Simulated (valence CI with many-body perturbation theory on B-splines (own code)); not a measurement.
The numbers below are computed, except where a source is named.
Cd XXXIV in three bases

Method: relativistic CI+MBPT: five valence electrons over a frozen Dirac-Fock core [Ne], a basis of 9 s, 9 p, 8 d, 6 f, 3 g, 1 h functions for each j, with the one-electron correlation potential Σ1 (screened to all orders), the two-electron term Σ2, the three-electron term Σ3, Breit, model QED; selected single and double excitations, second order for the rest, scaled by the run's own slope (own B-spline code, finite nucleus).

No measured spectrum was set against this ion. As an estimate, large intervals hold to a few tenths of a per cent, small ones and those within an open d or f shell to about a per cent. Among the levels kept, up to 1700 cm⁻¹ of a level comes from second order outside the variational space, and about a tenth of that is noise between levels of different J, which matters for small intervals.

The reference run has the lowest level (3s^2 3p1/2^2 3p3/2) J=3/2 and an ionisation energy of 2075.13 eV. Its largest variational space holds 19999 state functions.

Levels are named by their leading jj configuration (3d3/2^4 stands for four electrons in 3d with j = 3/2), which in mixed levels can hold well under half, so a name can repeat and another be missing. Letters in brackets count levels of one name in rising energy.

Changed runs:
A. basis 6 s, 6 p, 5 d, 3 f, 1 g
B. basis 5 s, 5 p, 4 d, 2 f

Excitation energies of the reference run in cm⁻¹, and shifts in cm⁻¹:

| Level | Reference | A | B |
| --- | --- | --- | --- |
| (3s^2 3p1/2 3p3/2^2) J=3/2 | 312954 | -70 | -206 |
| (3s^2 3p1/2 3p3/2^2) J=5/2 | 368651 | +57 | +241 |
| (3s^2 3p1/2 3p3/2^2) J=1/2 | 437723 | +105 | +384 |
| (3s^2 3p3/2^3) J=3/2 | 755931 | +31 | +158 |
| (3s 3p1/2^2 3p3/2^2) J=5/2 | 1004130 | -114 | -393 |
| (3s^2 3p1/2^2 3d3/2) J=3/2 | 1031730 | +208 | +397 |
| (3s 3p1/2^2 3p3/2^2) J=1/2 | 1161030 | -16 | -31 |
| (3s 3p1/2^2 3p3/2^2) J=3/2 | 1181650 | +75 | +181 |
| (3s^2 3p1/2^2 3d5/2) J=5/2 | 1196130 | +337 | +831 |
| (3s 3p1/2 3p3/2^3) J=3/2 | 1345010 | -3.3 | -155 |
| (3s^2 3p1/2 3p3/2 3d3/2) J=5/2 [a] | 1354100 | +216 | +408 |
| (3s^2 3p1/2 3p3/2 3d3/2) J=3/2 [a] | 1356630 | +85 | +28 |
| Ionisation energy (eV) | 2075.13 | -0.04 | -0.13 |
